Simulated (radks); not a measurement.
Results of a calculation; reference values are marked as such.
Problem. The table gives one normalised radial function P(r) = r R(r) of Ho in [Xe] 4f11 6s2 (r in bohr). Level of theory: scalar-relativistic Kohn-Sham, Slater X-alpha with alpha = 0.854, spin-polarised, spherical densities, point nucleus; open shells are filled with parallel spins first (spin-orbit coupling, left out, can overturn this in heavy ions) (a radial shooting solver on a logarithmic mesh with Libxc functionals).

r         P
0.001187   0.0000
0.001622   0.0000
0.002216   0.0000
0.003003   0.0000
0.004102   0.0000
0.005604   0.0000
0.007595   0.0000
0.01038    0.0000
0.01418    0.0002
0.01937    0.0005
0.02625    0.0014
0.03586    0.0041
0.04899    0.0117
0.06692    0.0311
0.0907     0.0750
0.1239     0.1688
0.1693     0.3381
0.2313     0.5891
0.3134     0.8650
0.4282     1.0712
0.585      1.0949
0.7928     0.9410
1.083      0.6913
1.48       0.4439
2.021      0.2513
2.74       0.1284
3.743      0.0571
5.113      0.0215
6.985      0.0062
9.467      0.0013
12.93      0.0002

Which n and l does it have? It may be an empty orbital.

Solution. n = 4, l = 3: the number of nodes gives n - l - 1 = 0, the rise at small r (about r^(l+1), flatter next to the nucleus through relativity) gives l, and the extent must fit the shell. The curve is that of 4f down; the table hardly tells the two spins apart. 4f down: eigenvalue -4.218 eV, 0 radial nodes, <r> = 0.839 bohr, 90 % of the charge inside 1.47 bohr.
